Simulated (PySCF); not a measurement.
Orbital picture of GeCl

CAM-B3LYP at R = 2.196 Å; PySCF, no relativity, basis sets Ge 6-31G(d,p), Cl 6-31G(d,p). State: ²Π (doublet), unpaired electrons π ↑. Only the outer orbitals are listed, counted within each symmetry.

```json
{"spin": "α", "orbital": "10σ", "occ.": "1", "ε (eV)": "-24.32", "on Ge (%)": "9", "main shells (%)": "90 Cl s"}
{"spin": "α", "orbital": "11σ", "occ.": "1", "ε (eV)": "-15.68", "on Ge (%)": "73", "main shells (%)": "72 Ge s, 21 Cl p"}
{"spin": "α", "orbital": "5π", "occ.": "1", "ε (eV)": "-10.88", "on Ge (%)": "11", "main shells (%)": "89 Cl p, 10 Ge p"}
{"spin": "α", "orbital": "5π", "occ.": "1", "ε (eV)": "-10.74", "on Ge (%)": "8", "main shells (%)": "92 Cl p"}
{"spin": "α", "orbital": "12σ", "occ.": "1", "ε (eV)": "-10.62", "on Ge (%)": "47", "main shells (%)": "53 Cl p, 23 Ge p, 22 Ge s"}
{"spin": "α", "orbital": "6π", "occ.": "1", "ε (eV)": "-6.41", "on Ge (%)": "90", "main shells (%)": "90 Ge p, 9 Cl p"}
{"spin": "α", "orbital": "6π", "occ.": "0", "ε (eV)": "-2.11", "on Ge (%)": "94", "main shells (%)": "94 Ge p"}
{"spin": "α", "orbital": "13σ", "occ.": "0", "ε (eV)": "0.63", "on Ge (%)": "96", "main shells (%)": "92 Ge p, 11 Cl p"}
{"spin": "α", "orbital": "14σ", "occ.": "0", "ε (eV)": "3.81", "on Ge (%)": "106", "main shells (%)": "103 Ge s"}
{"spin": "β", "orbital": "10σ", "occ.": "1", "ε (eV)": "-24.22", "on Ge (%)": "8", "main shells (%)": "91 Cl s"}
{"spin": "β", "orbital": "11σ", "occ.": "1", "ε (eV)": "-14.97", "on Ge (%)": "66", "main shells (%)": "65 Ge s, 28 Cl p"}
{"spin": "β", "orbital": "5π", "occ.": "1", "ε (eV)": "-10.72", "on Ge (%)": "7", "main shells (%)": "92 Cl p"}
{"spin": "β", "orbital": "5π", "occ.": "1", "ε (eV)": "-10.50", "on Ge (%)": "6", "main shells (%)": "94 Cl p"}
{"spin": "β", "orbital": "12σ", "occ.": "1", "ε (eV)": "-10.28", "on Ge (%)": "53", "main shells (%)": "47 Cl p, 29 Ge s, 23 Ge p"}
{"spin": "β", "orbital": "6π", "occ.": "0", "ε (eV)": "-1.88", "on Ge (%)": "94", "main shells (%)": "94 Ge p"}
{"spin": "β", "orbital": "6π", "occ.": "0", "ε (eV)": "-1.08", "on Ge (%)": "96", "main shells (%)": "96 Ge p"}
{"spin": "β", "orbital": "13σ", "occ.": "0", "ε (eV)": "0.83", "on Ge (%)": "97", "main shells (%)": "92 Ge p, 10 Cl p"}
```

Q: Which are the highest filled and the lowest empty level, where do they sit, and how wide is the gap?

A: Highest filled α 6π at -6.41 eV (in %: 90 Ge p, 9 Cl p); lowest empty α 6π at -2.11 eV (in %: 94 Ge p); the gap at CAM-B3LYP is 4.30 eV. Both belong to one degenerate shell, split only by its one-sided filling, so this is no excitation gap.

```json
{"bond order (Mayer)": "1.11", "⟨S²⟩": "0.753", "charge on Ge (Mulliken, basis-dependent)": "0.21", "charge on Ge (Löwdin, basis-dependent)": "0.13", "dipole moment (positive dipole means Ge(−)Cl(+))": "-1.97 D", "polarisability along the bond": "51.4 bohr³", "polarisability across the bond": "26.3 bohr³"}
```

Shares are Mulliken populations and can fall outside 0 to 100 %.

Spin–orbit coupling is left out. The state was picked by a PBE0 search and need not be the measured ground state.
